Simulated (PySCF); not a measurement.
C4H3S, charge -1, singlet, at a GFN2-xTB geometry (in this run its highest filled SCF level lies above zero, so its values depend strongly on the basis, on diffuse functions most of all), with bond 8-5 at 1.3 times its length; PBE0/STO-3G in PySCF.

The PySCF input:
```python
from pyscf import gto, scf, dft

mol = gto.M(
    atom='''
S    -0.000828    0.052673    1.184693
C    -0.014587    1.382577   -0.007520
C     0.012791   -1.212093   -0.003802
C    -0.007513    0.738672   -1.228508
C     0.007464   -0.680177   -1.251335
H     0.023606   -2.243764    0.307910
H    -0.013331    1.310268   -2.157988
H     0.016006   -1.464029   -2.430030
''',
    basis='sto-3g',
    charge=-1,
    spin=0,
    verbose=4,
)

mf = dft.RKS(mol)
mf.xc = 'pbe0'
mf.diis_space = 20
mf.kernel()
```

The log (banner, timings and long lists left out):

```
PySCF version 2.14.0

[INPUT] verbose = 4
[INPUT] num. atoms = 8
[INPUT] num. electrons = 44
[INPUT] charge = -1
[INPUT] spin (= nelec alpha-beta = 2S) = 0
[INPUT] symmetry False subgroup None
[INPUT] Mole.unit = angstrom
[INPUT] Symbol           X                Y                Z      unit          X                Y                Z       unit  Magmom
[INPUT]  1 S     -0.000828000000   0.052673000000   1.184693000000 AA   -0.001564693231   0.099537544159   2.238745311689 Bohr   0.0
[INPUT]  2 C     -0.014587000000   1.382577000000  -0.007520000000 AA   -0.027565434979   2.612691876123  -0.014210740457 Bohr   0.0
[INPUT]  3 C      0.012791000000  -1.212093000000  -0.003802000000 AA    0.024171486859  -2.290523807502  -0.007184738726 Bohr   0.0
[INPUT]  4 C     -0.007513000000   0.738672000000  -1.228508000000 AA   -0.014197512374   1.395887775885  -2.321543661837 Bohr   0.0
[INPUT]  5 C      0.007464000000  -0.680177000000  -1.251335000000 AA    0.014104915794  -1.285348246228  -2.364680440083 Bohr   0.0
[INPUT]  6 H      0.023606000000  -2.243764000000   0.307910000000 AA    0.044608874896  -4.240099448159   0.581865571015 Bohr   0.0
[INPUT]  7 H     -0.013331000000   1.310268000000  -2.157988000000 AA   -0.025191938967   2.476047669782  -4.078006300098 Bohr   0.0
[INPUT]  8 H      0.016006000000  -1.464029000000  -2.430030000000 AA    0.030246956350  -2.766613848421  -4.592091174477 Bohr   0.0

nuclear repulsion = 189.851810410888
number of shells = 20
number of NR pGTOs = 96
number of NR cGTOs = 32
basis = sto-3g
ecp = {}

******** <class 'pyscf.dft.rks.RKS'> ********
method = RKS
initial guess = minao
damping factor = 0
level_shift factor = 0
DIIS = <class 'pyscf.scf.diis.CDIIS'>
diis_start_cycle = 1
diis_space = 20
diis_damp = 0
SCF conv_tol = 1e-09
SCF conv_tol_grad = None
SCF max_cycles = 50
direct_scf = True
direct_scf_tol = 1e-13
XC library pyscf.dft.libxc version 7.1.2
    S. Lehtola, C. Steigemann, M. J. T. Oliveira, and M. A. L. Marques,  SoftwareX 7, 1–5 (2018)
XC functionals = pbe0
    C. Adamo and V. Barone,  J. Chem. Phys. 110, 6158 (1999)
    M. Ernzerhof and G. E. Scuseria,  J. Chem. Phys. 110, 5029 (1999)
radial grids:
    Treutler-Ahlrichs [JCP 102, 346 (1995); DOI:10.1063/1.469408] (M4) radial grids

becke partition: Becke, JCP 88, 2547 (1988); DOI:10.1063/1.454033
pruning grids: <function nwchem_prune>
grids dens level: 3
symmetrized grids: False
atomic radii adjust function: <function treutler_atomic_radii_adjust>
small_rho_cutoff = 0
Set gradient conv threshold to 3.16228e-05
Initial guess from minao.
tot grids = 104776
init E= -546.249682441292
  HOMO = -0.214385887237416  LUMO = 0.00267976024389549  gap/eV = 5.90666
cycle= 1 E= -545.528417517205  delta_E= 0.721  |g|= 0.375  |ddm|= 4.26
  HOMO = 0.305729202519547  LUMO = 0.406791402177395  gap/eV = 2.75004
cycle= 2 E= -545.473183364023  delta_E= 0.0552  |g|= 0.538  |ddm|= 1.62
  HOMO = 0.181076368364793  LUMO = 0.402426348935091  gap/eV = 6.02324
cycle= 3 E= -545.5890983161  delta_E= -0.116  |g|= 0.0985  |ddm|= 1.09
  HOMO = 0.177031114086162  LUMO = 0.382991041645038  gap/eV = 5.60446
cycle= 4 E= -545.592311452623  delta_E= -0.00321  |g|= 0.0297  |ddm|= 0.187
  HOMO = 0.178060237395122  LUMO = 0.387060773483581  gap/eV = 5.68719
cycle= 5 E= -545.592610022555  delta_E= -0.000299  |g|= 0.00838  |ddm|= 0.0539
  HOMO = 0.177749373989966  LUMO = 0.387259249064862  gap/eV = 5.70105
cycle= 6 E= -545.592636936418  delta_E= -2.69e-05  |g|= 0.0014  |ddm|= 0.0152
  HOMO = 0.177791196086196  LUMO = 0.387257628293613  gap/eV = 5.69987
cycle= 7 E= -545.592637428374  delta_E= -4.92e-07  |g|= 0.000929  |ddm|= 0.00312
  HOMO = 0.17774806702472  LUMO = 0.387255677353772  gap/eV = 5.70099
cycle= 8 E= -545.592637730757  delta_E= -3.02e-07  |g|= 8.84e-05  |ddm|= 0.00149
  HOMO = 0.177741116015146  LUMO = 0.387254501774386  gap/eV = 5.70115
cycle= 9 E= -545.592637734305  delta_E= -3.55e-09  |g|= 3.06e-05  |ddm|= 0.00024
  HOMO = 0.177741403039876  LUMO = 0.387256803896035  gap/eV = 5.70120
cycle= 10 E= -545.592637734588  delta_E= -2.83e-10  |g|= 7.41e-06  |ddm|= 4.83e-05
  HOMO = 0.177740902576782  LUMO = 0.387255880301323  gap/eV = 5.70119
Extra cycle  E= -545.592637734585  delta_E= 2.61e-12  |g|= 8.35e-06  |ddm|= 2.12e-05
converged SCF energy = -545.592637734585
```
